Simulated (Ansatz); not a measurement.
Consider the ligand exchange at the Si–C bond: `C[SiH2]N` + `N[SiH](S)Cl` → `N[SiH2]S[SiH](N)Cl` + CH₄.

Isolated molecules relaxed with PBE0-D4/def2-TZVP in Ansatz; ΔE leaves out vibrations. CCSD(T)/CBS adds triple-zeta CCSD(T) − MP2 to the extrapolated MP2 energy (def2 sets, frozen cores). This one scheme is used for every species. DFT in def2-TZVPP. One conformer a species, not always the lowest.

| level | ΔE (kcal/mol) |
| --- | --- |
| ωB97M-V | -20.2 |
| HF/CBS(def2) | -16.3 |

(1) What does CCSD(T)/CBS give? (Best estimate.)

Largest T1 diagnostic among the species: 0.011.

## Answers

(1) Ansatz gave: -20.1 kcal/mol. The listed levels differ from it by -0.1, 3.8 kcal/mol.

In def2-TZVPP, CCSD(T) changes the Hartree–Fock value by −3.2 kcal/mol (the triples alone add −1.0 kcal/mol) and MP2 by −4.8 kcal/mol. The D4 term adds −4.1 kcal/mol with B3LYP and −2.4 kcal/mol with PBE0; it sums over pairs of atoms, weighted by their polarisabilities, and B3LYP, whose exchange is more repulsive, gets the larger term.

B3LYP here is the variant with VWN-RPA as its local correlation; programs differ in this.
